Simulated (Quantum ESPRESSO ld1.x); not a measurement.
Species: the hafnium ion Hf10+. Configuration: [Kr] 4d10 4f12 5s2 5p2. Calculated with ld1.x of Quantum ESPRESSO 7.5: scalar-relativistic Kohn-Sham, LDA (Slater exchange, VWN5 correlation), spin-unpolarised, spherical densities, point nucleus. Some entries of the table are withheld. Estimate them.

orbital  occ.  eigenvalue (eV)  <1/r> (bohr^-1)  r(max) (bohr)
1s          2         -65417.2            83.77          0.012
2s          2         -11341.1            19.56            (1)
2p          6         -9984.39            17.85          0.056
3s          2         -2725.06            7.234          0.192
3p          6         -2319.79            6.709          0.190
3d         10         -1839.35              (2)          0.154
4s          2         -691.963            3.080            (3)
4p          6              (4)            2.809          0.458
4d         10         -385.498            2.504          0.469
5s          2         -226.174            1.304          0.972
4f         12         -192.679            2.061          0.444
5p          2         -187.780              (5)           1.06

Answer. 
(1) 2s r(max) (bohr): 0.068
(2) 3d <1/r> (bohr^-1): 6.349
(3) 4s r(max) (bohr): 0.437
(4) 4p eigenvalue (eV): -558.334
(5) 5p <1/r> (bohr^-1): 1.162
